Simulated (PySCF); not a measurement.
# Relaxation of singlet H₃TaS

Computed with PBE0/[Ta def2-TZVP with ECP60, S def2-TZVP, H def2-TZVP], scalar-relativistic core potentials, density fitting, no spin–orbit coupling, PySCF. A (50,194) grid was used.

A hand-made tetrahedral start, of C3v symmetry, held to at least that symmetry:

```xyz
5
charge 0 multiplicity 1, angstrom
Ta    0.0000    0.2591    0.1834
S     0.0000   -1.5367   -1.0874
H     1.4533    0.2587    1.2110
H    -1.4533    0.2587    1.2110
H     0.0000    1.7128   -0.8438
```

What does it relax to?

It ends at C3v with Ta–H 1.774 Å (×3), Ta–S 2.122 Å; H–Ta–H 114.8° (×3), H–Ta–S 103.4° (×3). A frequency run shows a minimum. Other isomers or separated fragments may lie lower.

How much energy is released, and in how many steps?

14.2 kJ/mol in 6 steps.

With an element this heavy the missing spin–orbit coupling can shift these numbers.
